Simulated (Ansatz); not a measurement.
The first iterations of a band of BBrH2O2 (6 atoms, charge 0, multiplicity 1).

Level of theory: UKS PBE/def2-SVP in Ansatz 0.2.0.

```json
{"movable images": "9", "climbing image": "yes", "spring": "5.0 eV/Å²", "optimiser": "quadratic models (default)", "start path": "through a guess of the saddle point", "force threshold": "0.05 eV/Å", "iteration limit": "60", "end points": "relaxed"}
```

Initial state:

```xyz
6
Properties=species:S:1:pos:R:3
O 0.532 0.862 -0.555
B -0.164 -0.159 0.026
O 0.326 -0.835 1.095
Br -1.909 -0.698 -0.659
H 0.058 1.253 -1.310
H 1.200 -0.487 1.357
```

Final state:

```xyz
6
Properties=species:S:1:pos:R:3
O 0.780 1.208 -0.743
B 0.929 0.360 0.263
O 1.058 -0.432 1.196
Br -1.910 -1.118 -0.215
H -0.070 1.073 -1.212
H -0.745 -1.156 0.664
```

| iteration | highest image above the first end (eV) | largest band force component (eV/Å) |
| --- | --- | --- |
| 1 | 3.610 | 13.001 |
| 2 | 2.282 | 3.512 |
| 3 | 1.919 | 7.954 |
| 4 | 1.817 | 2.469 |

Question: Does the band converge within its limit, and where does its top end?

Answer: The run converged. It ended after 14 iterations with the highest image 1.837 eV above the first end. The profile has 2 maxima (images 2, 8) with wells between them (image 5): this band takes more than one step, which may be the mechanism or a detour left from its start path. A vibrational analysis at the climbing image gives one clearly imaginary mode, 890i cm⁻¹: a first-order saddle point. The orbitals stay closed-shell, which can raise the energy where a bond breaks towards radicals; this wasn't checked here.

Time of the run: 120 s on 2 threads of Intel(R) Xeon(R) 6975P-C (Granite Rapids) (shared host), peak memory 0.16 GiB.
